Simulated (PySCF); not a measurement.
# Spinor energies of Se⁺ (selenium, charge +1)

Start: [Ar] 3d10 4s2 4p3; 4p1/2 filled at m_j = -1/2, +1/2; 4p3/2 filled at m_j = +3/2. Calculated with PySCF 2.14 in x2c-TZVPall-2c with one added diffuse shell each of s, p, d type (7s8p5d1f, 63 functions): generalised Hartree-Fock with the X2C-1e Hamiltonian and a Gaussian nucleus; one run each with spin-orbit coupling (SO) switched off, then screened by Boettger's factors.

| spinor shell | electrons | ε, spin-free (eV) | ε, screened SO (eV) | weight of nominal j (screened SO) | rms radius, screened SO (bohr) |
| --- | --- | --- | --- | --- | --- |
| 1s1/2 | 2 | -12747.9 | -12747.6 | 1.000 | 0.0508 |
| 2s1/2 | 2 | -1706.8 | -1706.7 | 1.000 | 0.212 |
| 2p1/2 | 2 | -1497.4 | -1526.0 | 1.000 | 0.187 |
| 2p3/2 | 4 | -1497.4 | -1483.6 | 1.000 | 0.190 |
| 3s1/2 | 2 | -261.07 | -261.04 | 1.000 | 0.612 |
| 3p1/2 | 2 | -193.19 | -197.48 | 0.996 | 0.629 |
| 3d3/2 | 4 | -80.899 | -81.487 | 0.963 | 0.695 |
| 3d5/2 | 6 | -80.899 | -80.477 | 0.976 | 0.696 |
| 4s1/2 | 2 | -32.418 | -32.411 | 1.000 | 1.91 |
| 4p1/2 | 2 | -21.429 | -21.518 | 0.551 | 2.25 |
| 4p3/2 | 1 | -21.429 | -21.250 | 1.000 | 2.27 |

Where does 3p3/2 lie, and what is the 3p spin-orbit splitting (screened SO)?

At -191.12 eV, 6.366 eV above 3p1/2.

```csv
quantity,spin-free,screened SO
E (hartree),-2427.69303,-2427.80919
M_J,3/2,3/2
⟨J²⟩,3.751,3.751
⟨L²⟩,0.000,0.015
⟨S²⟩,3.751,3.736
```

Each row is a mean over spinors that exchange with the open shell spreads, by up to 8.404 eV (4s1/2).

Rows whose weight is well below 1 are mixtures of j = l ± 1/2: exchange outweighs spin-orbit coupling there, and the label is only the starting occupation.

Without spin-orbit coupling the j labels of p, d and f shells carry no meaning; the spin-free column gives the mean over the occupied spinors of each nl shell.
